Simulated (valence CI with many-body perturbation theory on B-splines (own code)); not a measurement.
Te XIV: one-electron terms

Computed by configuration interaction combined with many-body perturbation theory (CI+MBPT): three valence electrons over a frozen Dirac-Fock core [Kr], a basis of 7 s, 7 p, 8 d, 6 f, 4 g, 1 h functions for each j, with the one-electron correlation potential Σ1, the two-electron term Σ2, the three-electron term Σ3, Breit, model QED; selected CI, second order for the rest, scaled by the run's own slope (own B-spline code, finite nucleus).

No measured spectrum was set against this ion. As an estimate, terms of the open shell hold to 2 to 4 % of their energy, and close levels can change places. Excitations out of the core, of the other parity, are not computed and may begin above about 58.5 eV (a cautious bound); beyond it only levels of the ground parity were kept, without lifetimes.

These are the spectroscopic orbitals of the CI (the correlating ones are not listed), shaped by the core and the other valence electrons. h is the expectation value of the core's Dirac-Fock operator, without the valence repulsion; Σ1 is computed up to l = 3 at one energy for each symmetry, that of its lowest orbital but kept below the first core excitation, so for empty shells it is not the orbital's own correlation shift; Breit and QED include the response of the core.

| Orbital | h (hartree) | Σ1 (cm⁻¹) | Breit (cm⁻¹) | QED (cm⁻¹) | ⟨r⟩ (bohr) |
| --- | --- | --- | --- | --- | --- |
| 5s1/2 | -9.1294 | -9949 | 561 | 483 | 1.416 |
| 6s1/2 | -5.6185 | -3483 | 273 | 233 | 2.301 |
| 7s1/2 | -3.8188 | -1704 | 151 | 130 | 3.401 |
| 5p1/2 | -8.4125 | -8616 | 867 | -34.5 | 1.488 |
| 6p1/2 | -5.2609 | -3278 | 438 | -17.0 | 2.408 |
| 7p1/2 | -3.6144 | -1665 | 249 | -9.6 | 3.546 |
| 5p3/2 | -8.2594 | -8047 | 514 | 13.4 | 1.518 |
| 6p3/2 | -5.1857 | -3119 | 262 | 7.0 | 2.444 |
| 7p3/2 | -3.5716 | -1597 | 158 | 4.0 | 3.589 |
| 4d3/2 | -12.993 | -18109 | 711 | -175 | 0.8162 |
| 5d3/2 | -7.0765 | -6284 | 269 | -45.5 | 1.655 |
| 6d3/2 | -4.5867 | -2845 | 141 | -22.8 | 2.662 |
| 4d5/2 | -12.912 | -17784 | 202 | -125 | 0.8226 |
| 5d5/2 | -7.0463 | -6240 | 112 | -29.9 | 1.663 |
| 6d5/2 | -4.5713 | -2831 | 60.9 | -14.9 | 2.671 |
| 4f5/2 | -9.5104 | -30140 | -230 | -93.9 | 0.9158 |
| 5f5/2 | -5.787 | -6861 | -45.2 | -31.1 | 1.861 |
| 4f7/2 | -9.502 | -28940 | -397 | -85.1 | 0.9177 |
| 5f7/2 | -5.7825 | -6742 | -113 | -27.4 | 1.863 |
| 5g7/2 | -5.1338 |  | -22.6 | -4.8 | 1.891 |
| 5g9/2 | -5.1335 |  | -28.1 | -4.0 | 1.891 |

Among the shells of the start configuration 4d3, Σ1 is largest in size for 4d3/2, where it is 0.64 % of h.

Lowest root of each symmetry, sizes in configuration state functions:

```
   J  Parity  Roots  Reference  Variational  Second order  Change by selected CI (cm⁻¹)  Change by second order (cm⁻¹)
 1/2    even      6         78         5168         10283                         -2021                             -1
 3/2    even     10        135         8158         18464                         -1450                              0
 5/2    even     10        159         9275         25054                         -1311                             -1
 7/2    even      7        147         8896         23448                         -1360                             -1
 9/2    even      6        120         7415         21900                         -1588                             -2
11/2    even      2         78         4949         17861                         -2591                             -3
 1/2     odd     12         76         6128         10214                         -2849                             -1
 3/2     odd     22        129        10529         19535                         -2565                             -1
 5/2     odd     25        145        12704         26806                         -2597                             -1
 7/2     odd     24        132        12822         28772                         -1818                             -1
 9/2     odd     18         96        10984         25029                         -2046                             -1
11/2     odd     11         57         8399         20071                         -1952                             -1
13/2     odd      5         25         4635         16317                         -1867                             -1
15/2     odd      2          9         2896          7975                         -2005                             -1
```
